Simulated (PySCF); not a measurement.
The same groups moved round the core (azulene silyl). Isolated molecules, 0 K electronic values unless said otherwise. Strings in code marks are SMILES.

The HOMO from two functionals at the same geometries (PBE0-D3(BJ)/def2-SVP), both in PySCF: PBE-D3(BJ)/def2-TZVP and ωB97X-D3(BJ)/def2-TZVP. 

| species | PBE-D3(BJ)/def2-TZVP (eV) | ωB97X-D3(BJ)/def2-TZVP (eV) |
|---|---|---|
| `c1cccc2cc(cc-2c1)[SiH3]` | -5.06 | -7.75 |
| `c1cc(ccc2-c1ccc2)[SiH3]` | -5.05 | -7.73 |
| `[SiH3]c1ccc2cccccc1-2` | -5.11 | -7.79 |
| `c1([SiH3])cc2-c(ccc2)ccc1` | -5.08 | -7.74 |
| `[SiH3]c1c2-c(cccc1)ccc2` | -5.06 | -7.75 |

Over these rows, drawn at random from the members with no instability flagged (it was tested for open shells, ions and some series alone), PBE minus ωB97X-D3(BJ): mean +2.68 eV, from +2.66 eV to +2.69 eV.
